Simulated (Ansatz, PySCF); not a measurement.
This triplet lies 0.10 eV below the relaxed singlet at the level frozen-core CCSD(T)/aug-cc-pVDZ // PBE0-D3(BJ)/def2-TZVPD (Ansatz, a quantum-chemistry and plane-wave program).

Cartesian coordinates (Å):
SMILES: [AlH2][B-][SiH3]
```xyz
8

Al     2.0300     0.2795     0.8916
B      0.2093     0.0243     0.0956
Si    -1.5537    -0.2162    -0.6913
H      3.0994    -0.9017     1.2280
H      2.6937     1.7045     1.3170
H     -2.6706    -0.3346     0.3175
H     -2.0465     0.8853    -1.6034
H     -1.7615    -1.4411    -1.5550
```
Charge -1, spin multiplicity 3.

### Question
Give the highest occupied spin orbital and total energy at the level PBE0-D3(BJ)/def2-TZVPD run with PySCF.

### Answer

```
Property                             Result
-----------------------------  ------------
highest occupied spin orbital      -0.25 eV
total energy                   -559.4644 Ha
```
